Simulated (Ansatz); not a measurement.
Ansatz (a quantum-chemistry and plane-wave program) input (CCSD(T)/aug-cc-pVDZ):

Ansatz 0.2 input:
```yaml
crystal:
  periodic: [false, false, false]
  atoms:
    - {symbol: C, position_ang: [2.36965666, -0.52471187, -0.39499928]}
    - {symbol: C, position_ang: [1.61081830, -0.36530381, 0.74606651]}
    - {symbol: C, position_ang: [0.26508297, -0.04705109, 0.81934645]}
    - {symbol: C, position_ang: [-0.66012680, 0.18680300, -0.33184450]}
    - {symbol: C, position_ang: [-1.32485858, 1.56589275, -0.21928067]}
    - {symbol: C, position_ang: [-1.72058644, -0.92316211, -0.40282830]}
    - {symbol: H, position_ang: [1.95412368, -0.40820624, -1.38628372]}
    - {symbol: H, position_ang: [3.41883872, -0.77489709, -0.32929383]}
    - {symbol: H, position_ang: [2.12142488, -0.50527830, 1.69471695]}
    - {symbol: H, position_ang: [-0.18282802, 0.03293998, 1.80563376]}
    - {symbol: H, position_ang: [-0.08872794, 0.16394360, -1.26251881]}
    - {symbol: H, position_ang: [-2.00048763, 1.73994006, -1.05962582]}
    - {symbol: H, position_ang: [-1.90957198, 1.63821663, 0.70139337]}
    - {symbol: H, position_ang: [-0.57969741, 2.36246614, -0.20756530]}
    - {symbol: H, position_ang: [-2.39759888, -0.75782730, -1.24409374]}
    - {symbol: H, position_ang: [-1.25593820, -1.90267630, -0.52226280]}
    - {symbol: H, position_ang: [-2.31945399, -0.94342238, 0.51113858]}
basis:
  gaussian:
    orbitals: aug-cc-pVDZ
magnetization: {spin_polarized: true, initial_magnetization: 1}
correlation: {method: ccsd_t, electrons: outside_noble_gas}
output: {forces: true}
```

End of the output:

```
mean field evaluation 32: about -6352.3231 eV, gradient 3.1e0 eV
mean field -6356.58512130 eV, -233.6001945595 hartree, gradient 1.3e-6 eV, S^2 0.940846; 1 other end points of the search recorded, 0 dependent functions left out
6 core orbitals not correlated
reference -6356.58512130 eV, -233.6001945595 hartree; 18, 17 occupied and 213, 214 virtual orbitals, 2353 factors
densities: 25.31 GiB planned
second order -22.72512927 eV of doubles, -0.00000000 eV of singles
coupled cluster: 17.76 GiB planned
cycle   1  -24.13295080 eV  change    -1.4e0 eV  update   1.1e-1
cycle   2  -24.85736242 eV  change   -7.2e-1 eV  update   4.3e-2
cycle   3  -25.02798559 eV  change   -1.7e-1 eV  update   2.6e-2
cycle   4  -25.04146687 eV  change   -1.3e-2 eV  update   1.3e-2
cycle   5  -25.04183793 eV  change   -3.7e-4 eV  update   4.5e-3
cycle   6  -25.04306974 eV  change   -1.2e-3 eV  update   1.5e-3
cycle   7  -25.04330140 eV  change   -2.3e-4 eV  update   4.5e-4
cycle   8  -25.04338586 eV  change   -8.4e-5 eV  update   1.9e-4
cycle   9  -25.04338825 eV  change   -2.4e-6 eV  update   8.0e-5
cycle  10  -25.04336874 eV  change    2.0e-5 eV  update   4.3e-5
cycle  11  -25.04339224 eV  change   -2.4e-5 eV  update   2.7e-5
cycle  12  -25.04339777 eV  change   -5.5e-6 eV  update   1.5e-5
cycle  13  -25.04340163 eV  change   -3.9e-6 eV  update   7.4e-6
cycle  14  -25.04340035 eV  change    1.3e-6 eV  update   3.2e-6
cycle  15  -25.04339730 eV  change    3.0e-6 eV  update   1.3e-6
coupled cluster: 17.76 GiB planned
perturbative correction -0.90392683 eV, -0.0332186983 hartree
the calculation of the forces begins
1.16 GiB of device memory are held for the factors and their scratch space
Total energy: -6382.53244543 eV, -234.5537411335 hartree
Atom 0 at     2.369657    -0.524712    -0.394999 Å, force     0.342748    -0.068966    -0.592040 eV/Å
Atom 1 at     1.610818    -0.365304     0.746067 Å, force     0.207656    -0.064106     0.561310 eV/Å
Atom 2 at     0.265083    -0.047051     0.819346 Å, force    -0.561577     0.141854     0.048623 eV/Å
Atom 3 at    -0.660127     0.186803    -0.331844 Å, force    -0.166689     0.021561    -0.097841 eV/Å
Atom 4 at    -1.324859     1.565893    -0.219281 Å, force     0.055762    -0.123609    -0.003080 eV/Å
Atom 5 at    -1.720586    -0.923162    -0.402828 Å, force     0.093304     0.109657     0.015042 eV/Å
Atom 6 at     1.954124    -0.408206    -1.386284 Å, force    -0.204257     0.055063    -0.490503 eV/Å
Atom 7 at     3.418839    -0.774897    -0.329294 Å, force     0.500969    -0.120429     0.037465 eV/Å
Atom 8 at     2.121425    -0.505278     1.694717 Å, force     0.233694    -0.063341     0.434452 eV/Å
Atom 9 at    -0.182828     0.032940     1.805634 Å, force    -0.211937     0.036131     0.491655 eV/Å
Atom 10 at    -0.088728     0.163944    -1.262519 Å, force     0.261772    -0.005305    -0.433956 eV/Å
Atom 11 at    -2.000488     1.739940    -1.059626 Å, force    -0.300465     0.072544    -0.381895 eV/Å
Atom 12 at    -1.909572     1.638217     0.701393 Å, force    -0.259938     0.011872     0.423479 eV/Å
Atom 13 at    -0.579697     2.362466    -0.207565 Å, force     0.344753     0.358444     0.001983 eV/Å
Atom 14 at    -2.397599    -0.757827    -1.244094 Å, force    -0.297101     0.077386    -0.381408 eV/Å
Atom 15 at    -1.255938    -1.902676    -0.522263 Å, force     0.220476    -0.445581    -0.058613 eV/Å
Atom 16 at    -2.319454    -0.943422     0.511139 Å, force    -0.259172     0.006825     0.425327 eV/Å
Dipole moment:    -0.067851     0.014297    -0.022410 e Å
```

It need not be the lowest isomer of its formula.

The determinant is spin-contaminated: <S^2> is 0.94 against 0.75 for a pure state.
